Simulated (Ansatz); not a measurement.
CH5F3Si2, SMILES `C[SiH2][Si](F)(F)F`, relaxed with RKS PBE-D4/def2-SVP in Ansatz from a rough embedded geometry. The force threshold is 0.03 eV/Å; the program also tests the step.

The species carries charge 0 and has multiplicity 1.

Start:

```xyz
11

C    -0.104    1.471   -0.887
Si   -0.866   -0.026   -0.097
Si    0.776   -1.390    0.865
F     1.728   -1.865   -0.201
F     0.071   -2.677    1.550
F     1.553   -0.559    2.016
H    -0.810    2.107   -1.320
H     0.632    1.135   -1.612
H     0.505    2.070   -0.094
H    -1.861    0.471    0.920
H    -1.623   -0.738   -1.141
```

Task: By how much does the energy fall, and how many steps does the optimiser take? (Estimate.)

Result: The calculation gave: 12.32 kcal/mol, in 4 steps.

Task: Which bonds change most? (Estimate.)

Result: Ansatz gave: Si3–F4 from 1.506 to 1.628 Å; C1–H7 from 1.044 to 1.109 Å; C1–H9 from 1.166 to 1.109 Å; C1–Si2 from 1.856 to 1.890 Å.

Task: Give the relaxed structure. (Best estimate.)

Result: Ansatz gave: 
```xyz
11

C    -0.050    1.496   -0.880
Si   -0.915    0.005   -0.103
Si    0.698   -1.370    0.875
F     1.786   -1.875   -0.225
F     0.094   -2.702    1.585
F     1.535   -0.567    2.017
H    -0.792    2.176   -1.345
H     0.663    1.168   -1.663
H     0.512    2.064   -0.112
H    -1.877    0.415    0.978
H    -1.654   -0.811   -1.128
```
